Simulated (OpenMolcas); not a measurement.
## Tc2+ in a point-charge field

Tc2+ among 5 point charges of -2 e arranged as a square pyramid (C4v), 2.22 Å from the ion, with the axial distance 1.909 Å. The active orbitals were held to one l.
```
   2.2200    0.0000    0.0000  -2.00
   0.0000    2.2200    0.0000  -2.00
  -2.2200    0.0000    0.0000  -2.00
   0.0000   -2.2200    0.0000  -2.00
   0.0000    0.0000    1.9092  -2.00
```

| Property | Result |
| --- | --- |
| Program | OpenMolcas |
| Method | CASSCF |
| Basis | ANO-RCC-VDZP [6s5p3d1f] |
| Scalar Hamiltonian | DKH2, point nucleus |
| Active space | 5 electrons in 5 orbitals (4d) |
| State averaging | 2S+1 = 6 even, 1 root; 2S+1 = 4 even, 24 roots; 2S+1 = 2 even, 75 roots |
| Spin-orbit coupling | state interaction with AMFI integrals over the reference wave functions |

The lowest spin-free states, above the lowest:

| State | Degeneracy | E (cm-1) | Free-ion L (%) |
| --- | --- | --- | --- |
| 2S+1 = 6 | 1 | 0.0 | S (100) |
| 2S+1 = 4 | 2 | 15333 | G (57) |
| 2S+1 = 4 | 1 | 16879 | G (62) |
| 2S+1 = 2 | 1 | 19033 | I (33) |
| 2S+1 = 4 | 2 | 19201 | G (69) |
| 2S+1 = 2 | 2 | 21899 | I (39) |
| 2S+1 = 4 | 1 | 22807 | G (96) |
| 2S+1 = 4 | 1 | 23138 | G (97) |
| 2S+1 = 4 | 1 | 23591 | G (99) |
| 2S+1 = 4 | 1 | 23897 | G (100) |
| 2S+1 = 4 | 2 | 25034 | D (62) |
| 2S+1 = 2 | 1 | 26069 | I (51) |
| 2S+1 = 2 | 2 | 26756 | I (57) |
| 2S+1 = 4 | 1 | 27855 | D (92) |
| 2S+1 = 2 | 1 | 28161 | I (66) |
| 2S+1 = 2 | 2 | 28329 | I (60) |
| 2S+1 = 4 | 1 | 28449 | D (93) |
| 2S+1 = 2 | 1 | 28775 | I (59) |
| 2S+1 = 2 | 1 | 29321 | I (51) |
| 2S+1 = 4 | 1 | 29619 | D (99) |

The lowest levels with spin-orbit coupling:

```tsv
E (cm-1)	Degeneracy	2S+1	g
0.0	2	6	2.00 6.00 6.00
1.3	2	6	0.45 0.45 5.96
4.2	2	6	0.45 0.45 9.96
15048	2	4 (89 %)	1.27 3.56 3.56
15123	2	4	0.63 0.63 6.01
15261	2	4	0.23 0.23 2.08
15501	2	4	2.12 3.59 3.59
16791	2	4	0.00 0.00 5.69
16961	2	4	1.92 3.64 3.64
18713	2	4 (85 %)	2.10 2.10 2.78
18924	2	4	1.29 3.55 3.55
19182	2	4	0.58 0.58 3.64
19421	2	2 (77 %)	0.97 1.80 1.80
19636	2	4	0.14 0.14 7.53
21875	2	2 (82 %)	1.41 1.41 3.24
22243	2	2 (70 %)	0.51 0.51 2.41
22900	2	4 (89 %)	1.45 3.61 3.61
22927	2	4 (89 %)	0.30 0.30 2.12
23040	2	4	1.63 3.69 3.69
23175	2	4 (85 %)	0.09 0.09 7.29
```

Powder χT (cm3 K/mol): 4.15 at 2 K, 4.36 at 10 K, 4.37 at 50 K, 4.37 at 100 K, 4.37 at 200 K, 4.37 at 300 K. The effective moment at 300 K is 2.828 √(χT) = 5.91 μB.

The lowest level has 2S+1 = 6, for which the spin-only value is χT = S(S+1) / 2 = 4.375 cm3 K/mol (g = 2). The computed 4.373 at 300 K differs by -0.002, through a little spin-orbit mixing out of the ground term, against the free-electron g of 2.0023, which raises it.

Without dynamic correlation the repulsion within the d shell is too large (B by tens of per cent), so at a given field states of lower spin stand too high. Point charges give a weaker field than real ligands, and real ions of this kind are as a rule low spin; the high spin found here belongs to the model. This is an electrostatic model: the charges have no orbitals. An unlabelled pair can be two single states that coincide in this model. No measured value stands beside these numbers.

A state without a sure symmetry label is named by its multiplicity alone.
